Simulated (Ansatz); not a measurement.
Compare A (`N[SiH]([O])O`•) with its isomer B (`N[Si](O)O`•).

Calculated with Ansatz (gas phase, PBE0-D4/def2-TZVP geometries, no zero-point term in ΔE). CBS: MP2 limit from def2 TZ/QZ plus the TZ coupled-cluster correction, frozen cores. This one scheme is used for every species. DFT in def2-TZVPP. B3LYP here is the variant with VWN-RPA as its local correlation; programs differ in this. Open shells (•) are unrestricted, without spin–orbit coupling. One conformer a species, not always the lowest.

(1) Which isomer does CCSD(T)/CBS put lower? Give the gap. (Estimate.)

(2) Give E(B) − E(A) in kJ/mol with PBE-D4, B3LYP, ωB97M-V, PBE0-D4, MP2/def2-TZVPP, HF/def2-TZVPP, r2SCAN-D4. (Estimate.)

Largest T1 diagnostic: 0.015.

Answers

(1) Computed: B, by 111.2 kJ/mol.

(2) Computed: PBE-D4 -114.3, B3LYP -96.8, ωB97M-V -95.1, PBE0-D4 -106.8, MP2/def2-TZVPP -133.4, HF/def2-TZVPP -34.1, r2SCAN-D4 -104.7. None reverses the order clearly.

From PBE to PBE0 (25 % exact exchange), in def2-TZVPP and without D4, E(B) − E(A) moves by +7.4 kJ/mol. In def2-TZVPP, CCSD(T) changes the Hartree–Fock value by −68.0 kJ/mol (the triples alone add −7.2 kJ/mol) and MP2 by −99.3 kJ/mol.
